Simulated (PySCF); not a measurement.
C5H5Cl, SMILES CC#C/C=C\Cl.

Geometry optimised at PBE0-D3(BJ)/def2-SVP. The structure was generated by enumeration; whether it is a known compound was not checked.

The numbers are results of PySCF with SMD-M06-2X/def2-SVP, not measurements.

Solvation free energies are E(SMD) − E(gas) at the gas-phase geometry, for 1 M in both phases. In vacuum the dipole moment is 1.21 D.

| solvent | ΔG(solv) (kcal/mol) | its non-electrostatic (CDS) part | dipole (D) |
|---|---|---|---|
| water | -1.4 | 3.9 | 1.54 |
| benzene | -5.3 | -3.0 | 1.37 |
| diethylether | -5.7 | -2.2 | 1.45 |
